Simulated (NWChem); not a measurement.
C5H4O; SMILES O=C1C=CC=C1

Results from NWChem. Pople sets run with spherical d functions. The geometry was optimised at B3LYP/6-31G* (spherical d). Level: PBE0/6-31G* with SMD (1 M gas to 1 M solution), gas-phase geometry.

For solvent chlorobenzene:

```yaml
solvation free energy (kcal/mol): -7.0
dipole in solution (D): 3.78
```

Q: Estimate the same quantities for solvent cyclohexane.

A: The solvation free energy (kcal/mol) is -5.3. The dipole in solution (D) is 3.47.
